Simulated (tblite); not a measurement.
Compound: C7H5F2 (doublet state).
Atom-mapped SMILES: `[CH3:1][c:2]1[cH:3][c:4][c:5]([F:6])[c:7]([F:8])[cH:9]1` (hydrogens: H10, H11, H12 on C1; H13 on C3; H14 on C9)

Computed geometry: GFN2-xTB, gas phase. This method treats the open shell by occupation alone, without spin polarisation.

List the bond lengths and angles at this level.

| bond | length (Å) | order |
| --- | --- | --- |
| C1–C2 | 1.496 | single |
| C2–C3 | 1.402 | aromatic |
| C3–C4 | 1.357 | aromatic |
| C4–C5 | 1.366 | aromatic |
| C5–F6 | 1.340 | single |
| C5–C7 | 1.399 | aromatic |
| C7–F8 | 1.344 | single |
| C7–C9 | 1.383 | aromatic |
| C2–C9 | 1.386 | aromatic |
| C1–H10, C1–H11, C1–H12 | 1.088 | single |
| C3–H13 | 1.079 | single |
| C9–H14 | 1.079 | single |

Bonds in one row agree within 0.01 Å and their mean is given. Orders are formal, as drawn. A selection of angles:
| angle | degrees |
| --- | --- |
| C1–C2–C3 | 119.9 |
| C1–C2–C9 | 121.6 |
| C3–C2–C9 | 118.5 |
| C2–C3–C4 | 118.7 |
| C3–C4–C5 | 124.7 |
| C4–C5–F6 | 123.3 |
| C4–C5–C7 | 116.5 |
| F6–C5–C7 | 120.1 |
| C5–C7–F8 | 119.6 |
| C5–C7–C9 | 120.7 |
| F8–C7–C9 | 119.7 |
| C2–C9–C7 | 120.9 |

C7 (carbon bonded to 2 C and F) is planar (angles 120.7°, 119.7° and 119.6°, sum 360.0°, 0.00 Å off the plane of its three neighbours). The 6-membered ring C2–C3–C4–C5–C7–C9 has internal angles of 116.5° to 124.7°; it is planar, 0.00 Å rms from its mean plane, widest ring torsion 0°. C9 (carbon bonded to 2 C and H) is planar (angles 120.9°, 120.8° and 118.3°, sum 360.0°, 0.00 Å off the plane of its three neighbours). C3 (carbon bonded to 2 C and H) is planar (angles 121.4°, 119.9° and 118.7°, sum 360.0°, 0.00 Å off the plane of its three neighbours). C5 (carbon bonded to 2 C and F) is planar (angles 123.3°, 120.1° and 116.5°, sum 360.0°, 0.00 Å off the plane of its three neighbours). C4 (carbon bonded to 2 C) is bent (angle 124.7°). C2 (carbon bonded to 3 C) is planar (angles 121.6°, 119.9° and 118.5°, sum 360.0°, 0.01 Å off the plane of its three neighbours).

GFN2-xTB frequencies show an imaginary mode (25i cm⁻¹), so the point is no minimum at that level.

On an Arm Neoverse V2 with one thread, shared host with 96 logical CPUs at a one-minute load of 27, this took 0.11 s of wall time. This is the geometry optimisation.
